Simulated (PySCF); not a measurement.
# Löwdin shares of the frontier orbitals

Compound: C4H5F3O.
Numbering: `[CH3:1][O:2]/[C:3]([F:4])=[CH:5]\[CH:6]([F:7])[F:8]` (hydrogens: H9, H10, H11 on C1; H12 on C5; H13 on C6)

Geometry (GFN2-xTB, Å), atoms numbered from 1 in this order:
```xyz
13
C4H5F3O angstrom
C     -2.2561    0.3532    0.3469
O     -0.8439    0.4564    0.2177
C     -0.1712   -0.6238   -0.1591
F     -0.9249   -1.7131   -0.3807
C      1.1467   -0.6949   -0.3240
C      2.0446    0.4698   -0.0945
F      2.7489    0.7734   -1.2175
F      2.9806    0.1868    0.8506
H     -2.5894    1.3391    0.6611
H     -2.7190    0.0890   -0.6066
H     -2.5277   -0.3899    1.1001
H      1.6021   -1.6190   -0.6340
H      1.5050    1.3736    0.2222
```

The calculation used TDDFT PBE0/def2-SVPD, vertical, gas phase, core orbitals frozen in the response in PySCF 2.14.0, density-fitted response routines.

Kohn–Sham orbitals with the atoms that hold most of them (Löwdin shares over 4%, at most four atoms; ? is withheld):

| orbital | ε (eV) | atoms |
| --- | --- | --- |
| HOMO-3 | -11.01 | O2 44%, C1 22%, H9 10%, F4 7% |
| HOMO-2 | -10.71 | O2 34%, C1 19%, C3 12%, F4 11% |
| HOMO-1 | -9.74 | ? |
| HOMO | -7.33 | C5 38%, O2 20%, C3 20%, F4 6% |
| LUMO | ? | ? |
| LUMO+1 | 0.33 | C1 29%, C3 17%, O2 10%, F4 9% |
| LUMO+2 | 1.07 | O2 14%, C1 12%, H10 11%, H11 11% |

Question: Which atoms hold the HOMO-1, and with what shares?

Answer: F7 (bonded to C) 24%; F8 (bonded to C) 24%; C6 (bonded to C, 2 F and H) 20%; H13 (bonded to C) 13%. By element: fluorine 47% or more, carbon 20% or more, hydrogen 13% or more.

Question: Which atoms hold the LUMO, and with what shares?

Answer: C3 (bonded to C, F and O) 34%; C5 (bonded to 2 C and H) 21%; O2 (bonded to 2 C) 11%; F4 (bonded to C) 9%. By element: carbon 56% or more, oxygen 11%, fluorine 9% or more.

Question: What is the LUMO energy, and the HOMO–LUMO gap?

Answer: ε(LUMO) = 0.10 eV; the gap is 7.44 eV (0.2733 hartree).

Question: The HOMO–LUMO gap is 7.44 eV. Where does the response calculation put the lowest singlet, and from which orbitals?

Answer: S1 is at 6.52 eV (f = 0.019), 0.92 eV below the gap, made of HOMO→LUMO+1 (96%). Its leading pair isn't HOMO and LUMO; the energies of that pair differ by 7.67 eV. Without the coupling terms of the response equations the lowest excitation would equal the gap.

Question: Give energy, strength and leading configuration of S1 and S2, and follow the Löwdin shares of the leading atoms from the occupied to the empty orbital.

Answer: 
- S1 (6.52 eV, f 0.019), HOMO→LUMO+1 (96%): C5 38% → at most 10%, O2 20% → 10%, C1 at most 6% → 29%, C3 20% → 17%
- S2 (6.95 eV, f 0.455), HOMO→LUMO (94%): C5 38% → 21%, O2 20% → 11%, C3 20% → 34%

One conformer stands for the species.
